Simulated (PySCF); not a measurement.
Orbital energies and ionisation energy

C6H11OPS.
Numbering: `[CH3:1][S:2][CH2:3][P:4]1(=[O:5])[C:6]([CH3:7])=[C:8]1[CH3:9]` (hydrogens: H10, H11, H12 on C1; H13, H14 on C3; H15, H16, H17 on C7; H18, H19, H20 on C9)

Cartesian coordinates in Å at the PBE0-D3(BJ)/def2-SVP level; atoms count from 1:
```
atom  x, y, z in Å
C1     2.9703    0.0837   -0.9557
S2     2.8500   -1.5263   -0.1512
C3     1.1590   -1.4615    0.4761
P4    -0.0846   -0.8537   -0.7299
O5     0.1095   -1.3757   -2.1160
C6    -0.7772    0.6861   -0.2267
C7    -0.7745    2.1642   -0.1990
C8    -1.5697   -0.3585    0.0783
C9    -2.9113   -0.6557    0.6250
H10    2.7944    0.9132   -0.2533
H11    3.9972    0.1617   -1.3389
H12    2.2717    0.1349   -1.8056
H13    1.0740   -0.8539    1.3918
H14    0.8958   -2.5007    0.7307
H15    0.1008    2.5424    0.3523
H16   -1.6872    2.5690    0.2635
H17   -0.6977    2.5574   -1.2249
H18   -3.5178   -1.1764   -0.1323
H19   -3.4411    0.2594    0.9295
H20   -2.8394   -1.3278    1.4942
```

Level: B3LYP/def2-SVPD (PySCF). Frontier orbitals with their largest atomic shares (Löwdin; up to four atoms above 4 %):

```json
{"orbital": "HOMO−3", "ε (eV)": "-7.85", "main atoms": "C6 23 %, C8 23 %, S2 13 %, C3 9 %"}
{"orbital": "HOMO−2", "ε (eV)": "-7.48", "main atoms": "O5 65 %, P4 10 %, C3 6 %, C8 6 %"}
{"orbital": "HOMO−1", "ε (eV)": "-7.01", "main atoms": "O5 44 %, P4 18 %, C6 13 %, C8 12 %"}
{"orbital": "HOMO", "ε (eV)": "-6.18", "main atoms": "?"}
{"orbital": "LUMO", "ε (eV)": "-0.68", "main atoms": "C6 32 %, C8 30 %, C7 8 %, C9 7 %"}
{"orbital": "LUMO+1", "ε (eV)": "-0.23", "main atoms": "C7 14 %, C9 13 %, C8 8 %, C6 7 %"}
{"orbital": "LUMO+2", "ε (eV)": "0.21", "main atoms": "S2 46 %, C1 10 %, C3 7 %, H10 5 %"}
```

Problem. What vertical ionisation energy does ΔSCF give, and how far is −ε(HOMO) from it?

Solution. ΔSCF: 8.34 eV (804 kJ/mol; threshold wavelength 149 nm); ⟨S²⟩ of the doublet left behind is 0.755, against 0.75 for a pure doublet. −ε(HOMO) is 6.18 eV, 2.16 eV below it. In exact Kohn–Sham theory the two would be equal; B3LYP (global hybrid, 20 % exact exchange) falls short of its own ΔSCF value by 26 %.

Problem. On which atoms does the HOMO lie?

Solution. S2 (sulfide sulfur) 68 %, C3 (sp3 carbon bound to sulfur) 10 %, C1 (S-methyl carbon) 10 %, so more than half of it is on one atom. The HOMO−1 lies 0.83 eV lower.

Problem. With α = 119.4 au, estimate the like-pair dispersion coefficient by London's formula C6 = (3/4)α²I.

Solution. I = 0.3064 Eh, so C6 ≈ 3280 au, a rough estimate.

Problem. What kinetic energy would electrons from this vertical process carry with 118.2 nm light (10.49 eV)?

Solution. 10.49 − 8.34 = 2.15 eV.

Problem. How many of the 10 lowest singlet excitations (vertical TDDFT, same level) lie below the ionisation energy?

Solution. All 10; they run from 4.78 to 6.41 eV.

Problem. Shift the occupied levels rigidly so that −ε(HOMO) equals the ΔSCF value. What binding energies result?

Solution. The shift is +2.16 eV: HOMO 8.34, HOMO−1 9.17, HOMO−2 9.64, HOMO−3 10.01 eV. A rigid shift is only a rough guide to the deeper ionisations.

The structure is a single PBE0-D3(BJ)/def2-SVP conformer in the gas phase; no vibrational or solvent corrections.
